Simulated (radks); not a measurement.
Numerical settings for the zirconium ion Zr2+, [Kr] 4d2. Calculated with a radial shooting solver on a logarithmic mesh with Libxc functionals: scalar-relativistic Kohn-Sham, r2SCAN, spin-unpolarised, spherical densities, finite nucleus; meta-GGA in the generalised Kohn-Sham scheme; Fermi nuclear charge, rms radius 4.2694 fm. The defaults (mesh step 0.008 in ln r, mesh end at 40 bohr or more with all orbitals vanishing there, Anderson mixing 0.5 over 9 steps, residual threshold near 1e-9 with the energy settled to 1e-9 hartree or 1e-11 of itself, here a cap of 82 iterations) give E = -3598.305 hartree and 4d at -16.929 eV in 12 iterations. Run on one thread of a shared host, so times are rough (Intel(R) Xeon(R) Platinum 8488C): 0.15 s of CPU time, 0.15 s wall, 12 iterations on 2198 mesh points. Changes against that run (0 stands for a change within the tolerance of the run):

| setting | iterations | converged | E (mhartree) | e(4d) (meV) | CPU (s) |
|---|---|---|---|---|---|
| mesh step in ln r 0.12 | 2 | no | diverged | - | 0.01 |
| mesh step in ln r 0.2 | 9 | no | diverged | - | 0.04 |
| mesh step in ln r 0.003 | 15 | yes | 0 | +0.0035 | 0.4 |
| mesh end (bohr) 2 | 12 | level above zero | +6.5e+03 | +5.1e+04 | 0.11 |
| mesh end (bohr) 8 | 12 | yes | +0.0882 | +7.03 | 0.12 |
| residual threshold 1e-16 | 82 | no | 0 | 0 | 0.32 |
| residual threshold 0.01 | 10 | yes | 0 | +0.165 | 0.09 |
| mixing 0.01 | 17 | yes | 0 | +0.033 | 0.14 |
| linear mixing, mixing 1 | 20 | no | diverged | - | 0.2 |
| linear mixing, mixing 0.5 | 22 | yes | 0 | 0 | 0.15 |
| mixing history 20 | 12 | yes | 0 | 0 | 0.09 |
| iteration cap 2 | 2 | no | +1.39e+03 | -1.54e+04 | 0.02 |

Settled on a wrong energy, with an occupied level pushed above zero by the early mesh end: mesh end (bohr) 2 (+6.5 hartree). Apart from these: no run marked as converged misses the energy by more than 1 mhartree. A mesh that ends early acts as a hard wall.
